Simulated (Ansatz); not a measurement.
C4H10Cl3HfN, SMILES `CC[N](CC)[Hf]([Cl])([Cl])[Cl]`, relaxed with RKS PBE0-D4/def2-TZVP in Ansatz 0.2.0 from a GFN2-xTB geometry. The force threshold is 0.005 eV/Å; the program also tests the step.

Total charge 0; spin multiplicity 1. Hf: def2 effective core potential.

Start:

```xyz
19

C     1.315    0.426   -1.839
C     0.897    1.067   -0.513
N     0.665    0.029    0.486
C    -0.121    0.488    1.626
C    -1.634    0.356    1.359
Hf   -0.073   -1.614   -0.277
Cl   -0.700   -3.082    1.369
Cl    1.333   -2.972   -1.485
Cl   -1.881   -1.307   -1.631
H     0.485   -0.154   -2.267
H     2.176   -0.230   -1.679
H     1.599    1.197   -2.554
H     1.695    1.741   -0.165
H    -0.010    1.675   -0.673
H     0.145   -0.123    2.499
H     0.126    1.532    1.854
H    -1.901    0.850    0.422
H    -2.199    0.821    2.165
H    -1.919   -0.702    1.302
```

(1) How much energy does the relaxation release, and in how many steps? (Best estimate.)

(2) Which bonds change most? (Estimate.)

(3) Give the relaxed structure. (Estimate.)

Answers

(1) Ansatz gave: 0.78 eV, in 33 steps, 2 of them rejected.

(2) Computed: Hf6–Cl9 from 2.279 to 2.349 Å; Hf6–Cl8 from 2.298 to 2.351 Å; Hf6–Cl7 from 2.293 to 2.344 Å.

(3) The calculation gave: 
```xyz
19

C     1.133    0.549   -1.977
C     0.547    0.960   -0.641
N     0.150   -0.170    0.181
C    -0.208    0.211    1.545
C    -1.528    0.955    1.656
Hf    0.097   -2.091   -0.369
Cl   -0.895   -3.341    1.348
Cl    2.294   -2.844   -0.736
Cl   -1.178   -2.335   -2.327
H     0.405    0.014   -2.593
H     2.018   -0.080   -1.849
H     1.438    1.433   -2.540
H     1.291    1.548   -0.084
H    -0.310    1.623   -0.813
H    -0.256   -0.688    2.168
H     0.605    0.824    1.960
H    -1.514    1.894    1.099
H    -1.739    1.193    2.701
H    -2.349    0.344    1.273
```
